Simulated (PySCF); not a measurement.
These 4 structures share the formula C2H8O3Si2. Computed with PySCF, PBE0-D3(BJ)/def2-SVP geometry optimisation, gas phase. Energies are electronic, without zero-point or thermal terms, for one conformer each. No frequencies were run at this level. Point groups hold within 0.08 Å.

Question: Rank from lowest to highest electronic energy at this level (kcal/mol).
A. `[CH3:1][C:2](=[O:3])[O:4][SiH2:5][O:6][SiH3:7]` with C1–C2–O4–Si5 180°, C2–O4–Si5–O6 180°
B. `[O:1]=[C:2]([CH2:3][O:4][SiH3:5])[O:6][SiH3:7]` with O1–C2–C3–O4 172°, C2–C3–O4–Si5 177°, O1–C2–O6–Si7 -1°
C. `[SiH3:1][O:2][SiH:3]1[O:4][CH2:5][CH2:6][O:7]1` with Si1–O2–Si3–O4 -50°, O2–Si3–O4–C5 105°, Si3–O4–C5–C6 27°, O4–C5–C6–O7 -33°, C5–C6–O7–Si3 25°
D. `[CH3:1][O:2][C:3](=[O:4])[SiH2:5][O:6][SiH3:7]` with C1–O2–C3–O4 0°, O2–C3–Si5–O6 179°, C3–Si5–O6–Si7 1°

Answer: C (0.0), A (8.2), D (45.1), B (55.3).

As drawn, the highest has a C=O bond and a C(=O)–O unit, which the lowest lacks.

| SMILES | E (Eh) | E rel (kcal/mol) | dipole (D) | point group | A, B, C (MHz) |
| --- | --- | --- | --- | --- | --- |
| [SiH3]O[SiH]1OCCO1 | -884.84236 | 0.0 | 1.54 | C1 | 3564, 1111, 1094 |
| CC(=O)O[SiH2]O[SiH3] | -884.82928 | 8.2 | 1.66 | near Cs | 5774, 702.5, 638.4 |
| COC(=O)[SiH2]O[SiH3] | -884.77043 | 45.1 | 2.19 | – | 3630, 973.0, 785.6 |
| O=C(CO[SiH3])O[SiH3] | -884.75428 | 55.3 | 1.17 | near Cs | 4563, 738.2, 648.1 |

Q: How do the relative energies change in single points at PBE0/pcSseg-1 (no added dispersion term) on the same geometries?

A: 
```
              SMILES  PBE0-D3(BJ)/def2-SVP (kcal/mol)  PBE0/pcSseg-1 (kcal/mol)  shift
  [SiH3]O[SiH]1OCCO1                              0.0                       0.0    0.0
CC(=O)O[SiH2]O[SiH3]                              8.2                       7.2   -1.0
COC(=O)[SiH2]O[SiH3]                             45.1                      44.4   -0.7
O=C(CO[SiH3])O[SiH3]                             55.3                      55.8   +0.5
```

Each column counts from its own lowest isomer. The order is unchanged; the largest shift is 1.0 kcal/mol.
